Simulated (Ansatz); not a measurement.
Ideal-gas functions of GeH4S3, SMILES `[SH][GeH]([SH])[SH]` at 298.15 K and 1 bar, from an Ansatz frequency run at PBE0-D4/def2-TZVP.

Molar mass 172.84 g/mol, point group C1 (symmetry number 1), electronic degeneracy 1, moments of inertia 236.528, 258.175, 434.044 u Å². Harmonic wavenumbers (cm⁻¹, unscaled): 97, 120, 148, 170, 186, 232, 384, 417, 423, 632, 668, 739, 765, 805, 2150, 2703, 2704, 2712.

Use S(trans) = R[1.5 ln M + 2.5 ln T − 1.1517]; rotational temperatures θ = 24.2544 K / I; S(rot) = R[ln(√π/σ · √(T³/θAθBθC)) + 1.5]; for each mode x = 1.438777 ν̃/T, S = R[x/(eˣ − 1) − ln(1 − e⁻ˣ)] and H = RT x/(eˣ − 1); 1 cm⁻¹ = 0.0119627 kJ/mol; R = 8.31446 J/(mol·K).

**Question.** By hand: the entropy, in J/(mol·K).

**Answer.** Translation 173.1. Rotation: θ = 0.1025, 0.0939, 0.0559 K, giving 119.6. Vibration, mode by mode: 14.70, 12.97, 11.29, 10.19, 9.49, 7.80, 4.28, 3.77, 3.69, 1.66, 1.45, 1.10, 0.99, 0.85, 0.00, 0.00, 0.00, 0.00, in all 84.2. Electronic 0.0. Sum 376.9 J/(mol·K).

**Question.** By hand: H − E and G − E in kJ/mol, counted from the electronic energy.

**Answer.** Zero-point energy ½ × 16055 × 0.0119627 = 96.0; thermal vibration 13.7; translation, rotation and pV give 4 RT = 9.9. H − E = 119.6 kJ/mol, and G − E = 119.6 − 298.15 × 376.9/1000 = 7.2 kJ/mol.

Vibration gives 22 % of the entropy, 39.0 J/(mol·K) of it from the modes under 150 cm⁻¹: soft modes count most, and the harmonic formula is weakest for them. The sum counts one conformer and one mirror image; others add a mixing term.
